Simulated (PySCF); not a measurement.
PySCF 2.14 output of an unrestricted r2SCAN calculation on a single atom or ion in x2c-QZVPPall with one added diffuse shell each of s, p, d, f, g type (14s9p8d4f3g, 136 functions), with the spin-free X2C one-electron Hamiltonian (Gaussian nucleus):

```
SCF conv_tol = 1e-09
number electrons alpha = 19  beta = 18
    J. W. Furness, A. D. Kaplan, J. Ning, J. P. Perdew, and J. Sun.,  J. Phys. Chem. Lett. 11, 8208-8215 (2020)
    J. W. Furness, A. D. Kaplan, J. Ning, J. P. Perdew, and J. Sun.,  J. Phys. Chem. Lett. 11, 9248-9248 (2020)
    J. W. Furness, A. D. Kaplan, J. Ning, J. P. Perdew, and J. Sun.,  J. Phys. Chem. Lett. 11, 8208-8215 (2020)
    J. W. Furness, A. D. Kaplan, J. Ning, J. P. Perdew, and J. Sun.,  J. Phys. Chem. Lett. 11, 9248-9248 (2020)
cycle= 1 E= -2981.01014453227  delta_E= -0.0119  |g|= 0.0509  |ddm|= 0.373
cycle= 2 E= -2981.01030453997  delta_E= -0.00016  |g|= 0.0352  |ddm|= 0.0666
cycle= 3 E= -2981.01037400328  delta_E= -6.95e-05  |g|= 0.00214  |ddm|= 0.0101
cycle= 4 E= -2981.01037531914  delta_E= -1.32e-06  |g|= 0.000998  |ddm|= 0.00702
cycle= 5 E= -2981.01037556531  delta_E= -2.46e-07  |g|= 8.74e-05  |ddm|= 0.00128
cycle= 6 E= -2981.01037557004  delta_E= -4.73e-09  |g|= 4.49e-06  |ddm|= 0.000683
cycle= 7 E= -2981.01037557007  delta_E= -2.86e-11  |g|= 4.41e-07  |ddm|= 6.59e-05
converged SCF energy = -2981.01037557007  <S^2> = 0.75030315  2S+1 = 2.0003031
```

The run itself started from symmetry-adapted Hartree-Fock orbitals and held the occupation by maximum overlap, on a logarithmic radial grid, so the iterations belong to that start.

Problem. Which element, charge and spin multiplicity is this?

Solution. Rb (rubidium, neutral), multiplicity 2; the state was [Kr] 5s1, 2S determinant.
